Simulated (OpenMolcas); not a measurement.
Ag5+: moving or changing the point charges

Ag5+ among 4 point charges of -2 e arranged as a tetrahedron (Td), 2.11 Å from the ion.
```
   1.2182    1.2182    1.2182  -2.00
   1.2182   -1.2182   -1.2182  -2.00
  -1.2182    1.2182   -1.2182  -2.00
  -1.2182   -1.2182    1.2182  -2.00
```

```yaml
Program: OpenMolcas
Method: CASSCF
Basis: ANO-RCC-VTZP [7s6p4d2f1g]
Scalar_Hamiltonian: DKH2, point nucleus
Active_space: 6 electrons in 5 orbitals (4d)
State_averaging: 2S+1 = 5 even, 5 roots; 2S+1 = 3 even, 45 roots; 2S+1 = 1 even, 50 roots
Spin-orbit_coupling: RASSI with atomic mean-field integrals over the reference wave functions
```

Runs around this geometry, states (labels of Td). Energies in cm-1 above the lowest state or level, χT in cm3 K/mol; 10Dq and B are least-squares fits to the states below 45000 cm-1, weighted by degeneracy, with a free offset, and given where the rms deviation is under 5 % of |10Dq| (or 100 cm-1) and under 700 cm-1; 10Dq is negative for this site.

```
R (Å)  q (e)  Ground state  First state of that spin   10Dq  B (rms of fit)  First gap with spin-orbit (degeneracies)  χT at 300 K  First state of another spin
 2.11     -1            5E                 5T2 666.5   -649        1132 (9)                               56.6 (1, 3)        5.518                    3T1 23098
 1.92     -2            5E                  5T2 1965  -1919       1131 (13)                              130.9 (1, 3)        5.069                    3T1 22719
 2.11     -2            5E                  5T2 1267  -1236       1132 (11)                               96.7 (1, 3)        5.326                    3T1 22972
 2.33     -2            5E                 5T2 791.9   -772        1132 (9)                               65.9 (1, 3)        5.483                    3T1 23078
```

Taking |10Dq| as R^-n, n = -ln(772 / 1919) / ln(2.33 / 1.92) = 4.7 between the shortest and longest distance. The point-charge formula for a cubic d site gives n = 5.

Scaling the charges by -1 / -2 = 0.50 scales |10Dq| by 649 / 1236 = 0.53; with fixed orbitals a first-order splitting would follow the charge.

An orbital doublet at a regular site is open to a Jahn-Teller distortion, which this geometry leaves out. Without dynamic correlation the repulsion within the d shell is too large (B by tens of per cent), so at a given field states of lower spin stand too high. Point charges give a weaker field than real ligands, and real ions of this kind are as a rule low spin; the high spin found here belongs to the model. The ground term spreads over less than 5000 cm-1, several times less than with real ligands, so orbital moments are less quenched and χT lies further from the spin-only value than at real sites. Spin-orbit coupling mixes the spin-free states strongly: the lowest level takes only 64 % from its leading state, 5E (figures for R = 2.11, q = -1; the like holds for R = 2.11, q = -2, R = 2.33, q = -2). Point charges carry no covalency, so the field is a model and not that of real ligands. No measured value stands beside these numbers.
